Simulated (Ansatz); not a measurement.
Geometry optimisation, RKS BLYP-D4/def2-SVP (Ansatz).

The input (input.yaml):

```yaml
crystal:
  periodic: [false, false, false]
  atoms:
    - { symbol: Sn, position_ang: [-0.3086, -0.2752, -0.1692] }
    - { symbol: S, position_ang: [1.468, 1.0126, 1.6505] }
    - { symbol: O, position_ang: [-0.3728, -2.0447, -1.0954] }
    - { symbol: O, position_ang: [-1.8923, -0.4132, 1.0323] }
    - { symbol: O, position_ang: [-0.7686, 1.0468, -1.5937] }
    - { symbol: H, position_ang: [2.3753, 0.4372, 0.2058] }
    - { symbol: H, position_ang: [1.9112, -0.0932, -0.4649] }
    - { symbol: H, position_ang: [1.2807, 1.7236, 2.7761] }
    - { symbol: H, position_ang: [-0.1947, -1.9789, -2.0354] }
    - { symbol: H, position_ang: [-2.3231, -1.2671, 0.9685] }
    - { symbol: H, position_ang: [-1.1752, 1.8521, -1.2745] }
basis:
  gaussian: { orbitals: def2-SVP }
hamiltonian:
  xc: blyp
  dispersion: d4
relax:
  f_tol: 0.15
  max_steps: 25
  restrain:
    - { distance: [0, 6], at: 1.7, k: 30.0 }
    - { distance: [5, 1], at: 1.36, k: 30.0 }
    - { distance: [0, 1], at: 3.74, k: 30.0 }
    - { distance: [5, 6], at: 1.92, k: 30.0 }
output:
  orbitals: {}
```

Command:

```bash
$ ansatz run input.yaml --threads 2 --pin off --max-ram 3072MiB --backend cpu --events-out ev --progress --plain --runs-dir out
```

Where does it end, and by what steps?

The forces met the threshold. The restraints hold the end off the free minimum. After 23 steps the energy has fallen by 1.601 eV (the restraints' own energy left out); H8 moved furthest, 1.95 Å. Parted: Sn1–S2. Joined: Sn1–H7, S2–H6.

```tsv
step	energy less start (eV)	largest force component (eV/Å)	accepted
0	0.0000	1.734	yes
1	1.1565	2.382	yes
2	1.8541	3.160	yes
3	1.4284	3.909	yes
4	0.2869	3.082	yes
5	-0.6318	1.537	yes
6	-1.1538	1.376	yes
7	-1.2531	0.658	yes
8	-1.3580	0.953	yes
9	-1.3817	1.355	yes
10	-1.4233	0.296	yes
11	-1.3944	0.579	no
12	-1.4387	0.263	yes
13	-1.4472	0.312	yes
14	-1.4593	0.337	yes
15	-1.4743	0.435	yes
16	-1.4905	0.332	yes
17	-1.5113	0.280	yes
18	-1.5247	0.234	yes
19	-1.5405	0.466	yes
20	-1.5583	0.436	yes
21	-1.5712	0.683	yes
22	-1.5920	0.364	yes
23	-1.6008	0.300	yes
```

```xyz
11
Properties=species:S:1:pos:R:3
Sn -0.165 -0.602 -0.265
S 1.798 1.676 1.954
O -0.895 -1.760 -1.749
O -1.531 -0.932 1.165
O -0.206 1.348 -0.825
H 2.226 0.572 1.277
H 1.462 -0.839 0.203
H 1.030 2.035 0.871
H -0.385 -1.624 -2.575
H -2.206 -1.548 0.808
H -1.128 1.676 -0.865
```

Run time: 27 s on 2 threads of AMD EPYC 9R45 96-Core Processor (Zen 5), on a shared host, peak memory 0.18 GiB.
